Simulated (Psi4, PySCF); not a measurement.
Input for Psi4:
```
memory 2 GB

molecule {
-1 1
Li    0.00000000    0.00000000    0.00000000
}

set {
  basis 6-31g*
  scf_type pk
  puream true
  d_convergence 1e-8
  dft_radial_points 99
  dft_spherical_points 590
}

energy('revpbe')
print_variables()
```

Q: Write the same job for PySCF.

A: One answer among several that fit: 
```python
from pyscf import gto, scf, dft

mol = gto.M(
    atom='''
Li    0.00000000    0.00000000    0.00000000
''',
    basis='6-31g*',
    charge=-1,
    verbose=4,
)

mf = dft.RKS(mol)
mf.xc = 'revpbe'
mf.grids.atom_grid = (99, 590)
mf.grids.prune = None
mf.kernel()
```

Both were run: Psi4 gave -7.489605 Eh and PySCF -7.489605 Eh, 0.000 mEh apart.
